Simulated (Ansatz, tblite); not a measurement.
Forces on Ge(vinyl)3(NHtBu) (C₁₀H₁₉GeN) at its PBE-D4/def2-SVP geometry. The state is a singlet with charge 0.

The xTB rows come from tblite.

GFN1-xTB (tblite), largest force 0.86 eV/Å:

```xyz
31
positions Å, forces eV/Å
Ge   -0.686   -0.634   -0.808   -0.089   -0.240    0.006
C    -0.034   -1.398   -2.488    0.101   -0.530   -0.409
C     0.036   -2.716   -2.752   -0.004    0.468    0.043
H     0.266   -0.678   -3.273   -0.125   -0.444    0.339
H    -0.259   -3.476   -2.006    0.208    0.438   -0.528
H     0.396   -3.099   -3.723   -0.221    0.164    0.593
C    -0.907   -2.060    0.528    0.340   -0.672    0.416
C     0.046   -2.966    0.824   -0.420    0.353   -0.063
H    -1.876   -2.118    1.058    0.536   -0.031   -0.223
H     1.034   -2.956    0.328   -0.586   -0.048    0.322
H    -0.106   -3.756    1.580    0.123    0.443   -0.453
C    -2.408    0.252   -1.091   -0.285    0.589   -0.138
C    -2.506    1.578   -1.298   -0.027   -0.472    0.038
H    -3.321   -0.373   -1.122    0.428    0.392   -0.006
H    -1.604    2.217   -1.282   -0.619   -0.292   -0.024
H    -3.471    2.078   -1.490    0.607   -0.229    0.118
N     0.566    0.688   -0.418    0.533    0.302    0.025
C     0.901    1.225    0.913   -0.103   -0.119   -0.007
C     1.953    0.345    1.624    0.347   -0.206    0.041
C     1.471    2.644    0.713    0.235    0.327   -0.131
C    -0.368    1.304    1.776   -0.180    0.028    0.295
H     1.415    0.561   -0.980   -0.362    0.085    0.492
H     2.242    0.764    2.610   -0.255   -0.162   -0.553
H     1.560   -0.679    1.785    0.145    0.529   -0.094
H     2.875    0.266    1.009   -0.533    0.060    0.274
H     2.373    2.617    0.065   -0.501   -0.066    0.330
H     1.764    3.105    1.679   -0.222   -0.302   -0.479
H     0.721    3.296    0.222    0.343   -0.377    0.269
H    -0.787    0.296    1.970    0.255    0.457   -0.157
H    -1.150    1.914    1.284    0.427   -0.259    0.188
H    -0.136    1.759    2.760   -0.094   -0.186   -0.524
```

GFN2-xTB (tblite), largest force 1.49 eV/Å:

```
Ge 0.362 0.296 0.112
C 0.273 -1.058 -0.827
C -0.001 0.693 0.065
H -0.176 -0.510 0.488
H 0.217 0.619 -0.557
H -0.254 0.229 0.678
C 0.522 -1.176 0.747
C -0.557 0.481 -0.082
H 0.644 0.006 -0.313
H -0.754 0.033 0.335
H 0.117 0.520 -0.520
C -0.667 1.181 -0.217
C -0.042 -0.673 0.068
H 0.590 0.445 0.020
H -0.700 -0.507 -0.002
H 0.683 -0.303 0.133
N 0.192 -0.132 0.152
C -0.062 -0.116 -0.136
C 0.338 -0.205 0.152
C 0.234 0.406 -0.105
C -0.281 0.012 0.274
H -0.379 0.121 0.433
H -0.258 -0.200 -0.631
H 0.156 0.594 -0.125
H -0.568 0.064 0.329
H -0.555 -0.025 0.382
H -0.246 -0.334 -0.576
H 0.433 -0.417 0.316
H 0.308 0.537 -0.216
H 0.513 -0.363 0.210
H -0.083 -0.215 -0.588
```

r2SCAN-D4/def2-TZVP (Ansatz), largest force 0.60 eV/Å:

```
Ge 0.107 0.048 0.011
C 0.124 -0.435 -0.350
C 0.004 0.291 0.067
H -0.144 -0.386 0.368
H 0.146 0.429 -0.396
H -0.190 0.208 0.490
C 0.198 -0.470 0.292
C -0.243 0.223 -0.061
H 0.484 -0.002 -0.236
H -0.515 0.016 0.243
H 0.064 0.400 -0.382
C -0.297 0.457 -0.087
C 0.028 -0.316 0.033
H 0.426 0.338 0.009
H -0.474 -0.326 0.000
H 0.491 -0.265 0.099
N 0.179 -0.172 -0.230
C 0.060 0.042 0.132
C 0.205 -0.175 0.131
C 0.115 0.263 -0.057
C -0.223 0.011 0.142
H -0.388 0.048 0.312
H -0.153 -0.162 -0.447
H 0.154 0.479 -0.082
H -0.425 0.051 0.257
H -0.411 -0.013 0.291
H -0.149 -0.235 -0.424
H 0.332 -0.312 0.232
H 0.200 0.423 -0.101
H 0.370 -0.261 0.202
H -0.076 -0.197 -0.457
```
